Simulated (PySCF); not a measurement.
Species: C7H13NSi.
Atom-mapped SMILES: `[CH2:1]=[C:2]1[CH2:3][CH2:4]/[C:5]1=[CH:6]/[CH2:7][SiH2:8][NH2:9]` (hydrogens: H10, H11 on C1; H12, H13 on C3; H14, H15 on C4; H16 on C6; H17, H18 on C7; H19, H20 on Si8; H21, H22 on N9)

Structure used (PBE0-D3(BJ)/def2-SVP), in Å, numbered top down from 1:
```xyz
22
C7H13NSi angstrom
C      1.0097    1.9715    0.2118
C      1.5814    0.7870   -0.0375
C      2.8824    0.3877   -0.7152
C      2.3665   -1.0771   -0.7486
C      1.1905   -0.6298    0.1037
C      0.2802   -1.3079    0.8224
C     -0.7637   -0.7158    1.7056
Si    -2.3935   -0.4844    0.7755
N     -2.1159    0.7056   -0.4522
H     -0.0016    2.0493    0.6168
H      1.5326    2.9011   -0.0307
H      3.0839    0.8622   -1.6878
H      3.7655    0.5221   -0.0710
H      2.0796   -1.4125   -1.7582
H      3.0256   -1.8380   -0.3032
H      0.2970   -2.4021    0.7441
H     -0.4547    0.2713    2.0883
H     -0.9580   -1.3703    2.5716
H     -3.4693    0.0312    1.6795
H     -2.8361   -1.8395    0.2947
H     -1.2918    0.5992   -1.0369
H     -2.8930    1.0719   -0.9903
```

All values: PBE0/pcSseg-1 (PySCF, non-relativistic), on one gas-phase PBE0-D3(BJ)/def2-SVP geometry that isn't relaxed in the solvent. The solvent is an IEF-PCM continuum (cavity from Bondi-type radii × 1.2). Only the electrostatic response of the medium enters.

Gas phase at PBE0/pcSseg-1: HOMO -6.16 eV, LUMO -0.92 eV, dipole 1.02 D.

Question: What does the continuum do to the energy, the frontier levels and the dipole at PBE0/pcSseg-1 in tetrahydrofuran and acetonitrile?

Answer: 
```json
{"solvent": "tetrahydrofuran", "ε": "7.426", "E(solvent) − E(gas) (kJ/mol)": "-13.72", "polarisation term (kJ/mol)": "-14.67", "distortion of the solute (kJ/mol)": "0.95", "HOMO (eV)": "-6.16", "LUMO (eV)": "-0.93", "dipole (D)": "1.26"}
{"solvent": "acetonitrile", "ε": "35.69", "E(solvent) − E(gas) (kJ/mol)": "-16.68", "polarisation term (kJ/mol)": "-18.13", "distortion of the solute (kJ/mol)": "1.45", "HOMO (eV)": "-6.18", "LUMO (eV)": "-0.94", "dipole (D)": "1.33"}
```

The first energy column is the sum of the next two and covers electrostatics alone. From tetrahydrofuran to acetonitrile the lowering changes by a factor 1.22, Onsager's factor (ε − 1)/(2ε + 1) by 1.18 and ε itself by 4.8.

Question: Which radius a makes the point-dipole formula ΔE = −[(ε − 1)/(2ε + 1)]·μ²/a³ give the value in acetonitrile, with the gas-phase dipole?

Answer: μ = 0.402 au and |ΔE| = 0.00635 Eh give a = 1.22 Å; the farthest nucleus lies 4.03 Å from the centroid of the nuclei, so such a sphere wouldn't even hold the nuclei. The formula assumes a rigid point dipole at the centre of a sphere.

Question: Give the dipole vector in the frame of the coordinates (D, pointing from negative to positive charge), gas and acetonitrile.

Answer: Gas (0.25, -0.17, -0.97), solvent (0.31, -0.39, -1.23). Its length changes by +30 % and its direction by 7°.

Question: Which Hirshfeld charges (PBE0/pcSseg-1) respond most in acetonitrile (means over atoms taken as equivalent)?

Answer: 
```json
{"atoms": "C1", "environment": "terminal =CH2 carbon", "gas (e)": "-0.112", "solvent (e)": "-0.122", "change": "-0.010"}
{"atoms": "H21/H22", "environment": "N–H hydrogen", "gas (e)": "+0.111", "solvent (e)": "+0.118", "change": "+0.007"}
{"atoms": "H16", "environment": "vinylic hydrogen", "gas (e)": "+0.045", "solvent (e)": "+0.050", "change": "+0.005"}
{"atoms": "N9", "environment": "silicon-bound nitrogen", "gas (e)": "-0.310", "solvent (e)": "-0.314", "change": "-0.004"}
{"atoms": "C5", "environment": "fully substituted alkene carbon", "gas (e)": "-0.015", "solvent (e)": "-0.019", "change": "-0.004"}
{"atoms": "H19/H20", "environment": "Si–H hydrogen", "gas (e)": "-0.095", "solvent (e)": "-0.099", "change": "-0.004"}
{"atoms": "C2", "environment": "fully substituted alkene carbon", "gas (e)": "-0.003", "solvent (e)": "-0.006", "change": "-0.003"}
{"atoms": "H10", "environment": "vinylic hydrogen", "gas (e)": "+0.038", "solvent (e)": "+0.035", "change": "-0.003"}
```

Question: Which Mayer bond orders change most in acetonitrile?

Answer: 
```json
{"bond": "Si8–N9", "length (Å)": "1.732", "gas": "1.040", "solvent": "1.052", "change": "+0.012"}
{"bond": "N9–H22", "length (Å)": "1.014", "gas": "0.948", "solvent": "0.940", "change": "-0.008"}
{"bond": "C5–C6", "length (Å)": "1.343", "gas": "1.780", "solvent": "1.773", "change": "-0.007"}
{"bond": "C7–H18", "length (Å)": "1.103", "gas": "0.937", "solvent": "0.932", "change": "-0.005"}
{"bond": "N9–H21", "length (Å)": "1.016", "gas": "0.928", "solvent": "0.923", "change": "-0.005"}
{"bond": "C5–C2", "length (Å)": "1.477", "gas": "1.009", "solvent": "1.005", "change": "-0.004"}
{"bond": "Si8–H20", "length (Å)": "1.504", "gas": "0.890", "solvent": "0.886", "change": "-0.004"}
{"bond": "C1–H11", "length (Å)": "1.094", "gas": "0.928", "solvent": "0.925", "change": "-0.003"}
```

Question: How do the nuclear quadrupole coupling constants eQVzz/h respond in acetonitrile?

Answer: 
```json
{"nucleus": "14N at N9", "Q (barn)": "0.02044", "gas (MHz)": "-4.51", "solvent (MHz)": "-4.32", "η gas": "0.30", "η solvent": "0.28"}
```

On an Arm Neoverse N1 with one thread, shared host with 64 logical CPUs at a one-minute load of 56, this took 91 s and 1.3 GiB of memory at its peak. This is the whole shielding run at PBE0/pcSseg-1 in acetonitrile, SCF included.
